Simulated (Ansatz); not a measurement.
Stepwise reaction of `NB(O[SiH3])O[SiH3]` with ammonia, as a gas-phase model of exchange steps in deposition or etching. ΔE in kJ/mol.

Computed with Ansatz on PBE0-D4/def2-TZVP structures; ΔE is electronic, products minus reactants. CCSD(T)/CBS adds triple-zeta CCSD(T) − MP2 to the extrapolated MP2 energy (def2 sets, frozen cores). This one scheme is used for every species. DFT in def2-TZVPP. B3LYP here is the variant with VWN-RPA as its local correlation; programs differ in this. One conformer a species, not always the lowest.

```tsv
step	reaction	PBE-D4	B3LYP-D4	ωB97M-V	CCSD(T)/CBS
1	`NB(O[SiH3])O[SiH3]` + NH₃ → `NB(N)O[SiH3]` + `O[SiH3]`	38.1	44.0	41.4	42.9
```

Task: Give the row of step 2, `NB(N)O[SiH3]` + NH₃ → `NB(N)N` + `O[SiH3]`. (An estimate is asked.)

Result: Ansatz gave: 
```json
{"step": "2", "reaction": "`NB(N)O[SiH3]` + NH₃ → `NB(N)N` + `O[SiH3]`", "PBE-D4": "43.0", "B3LYP-D4": "48.2", "ωB97M-V": "45.1", "CCSD(T)/CBS": "45.9"}
```

Task: By hand: ΔE of the 2 steps together at CCSD(T)/CBS.

Result: (42.9) + (45.9) = 88.8 kJ/mol, or 44.4 kJ/mol a step.

In ΔE the steps differ by no more than 3.0 kJ/mol. All are uphill at CCSD(T)/CBS. PBE-D4 differs from CCSD(T)/CBS by -4.8 to -2.9 kJ/mol a step. Only this route is followed, and other bonds may react first. Isolated molecules leave out the surface, adducts and barriers. Largest T1 diagnostic: 0.012.
